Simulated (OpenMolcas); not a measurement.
## V4+: moving the ligands

V4+ with its 6 nearest fluoride ions at 1.86 Å, on the Ge site of Cs2GeF6 (a = 9.021 Å, distance in the model lattice 1.804 Å). The rest of the host is ab initio model potentials to 7.6 Å and point charges beyond; the distance is set by hand and nothing relaxes. Ligand basis ANO-RCC-VDZP.

| Item | Value |
| --- | --- |
| Program | OpenMolcas 26.06 |
| Method | SS-CASPT2, IPEA 0.25 Eh, imaginary shift 0.1 Eh (closed shells correlated: 3s 3p and the ligand valence shells) |
| Basis | ANO-RCC-VTZP [6s5p3d2f1g] |
| Scalar Hamiltonian | DKH2, point nucleus |
| Active space | 1 electron in 5 orbitals (3d) |
| State averaging | 2S+1 = 2 even, 5 roots |
| Spin-orbit coupling | state interaction with AMFI integrals over the reference wave functions |

Runs around this geometry, states (labels of O, the rotations of Oh). Energies in cm-1 above the lowest state or level, χT in cm3 K/mol; under a threefold ground state the first gap can be a small split of the lowest multiplet, not the spin-orbit step; 10Dq is the gap between the two states.

```csv
R (Å),Ground state,First state of that spin,10Dq,First gap with spin-orbit (degeneracies),χT at 300 K
1.804,2T2,2E 26220,26223,"330 (4, 2)",0.361
1.86,2T2,2E 23470,23466,"330 (4, 2)",0.363
1.89,2T2,2E 22290,22286,"330 (4, 2)",0.364
```

Taking |10Dq| as R^-n, n = -ln(22286 / 26223) / ln(1.89 / 1.804) = 3.5 between the shortest and longest distance. The point-charge formula for a cubic d site gives n = 5.

Roots that are degenerate in the reference are averaged as groups; the widest CASPT2 spread within a group is 180 cm-1 (the 3-fold group of multiplicity 2 near 0 cm-1 above the lowest state of its run, R = 1.804). Shifts and gaps below about the spread of the groups concerned are not significant. Over all roots computed the reference weight is 0.72 in R = 1.804, 0.71 in R = 1.86, 0.71 in R = 1.89; a low but even weight reflects the number of correlated electrons. An orbital triplet at a regular site is open to Jahn-Teller coupling, which can distort the site and quench the lowest spin-orbit gaps and is left out. The least metal-like active orbital is 82 % on the metal (Löwdin) and no ligand orbital is active, so the numbers are rough. Ligand-to-metal charge-transfer states are missing. With one d shell and no ligand orbital active, 10Dq can be off by a tenth or more. No measured value stands beside these numbers; the geometry was set by hand and not optimised.
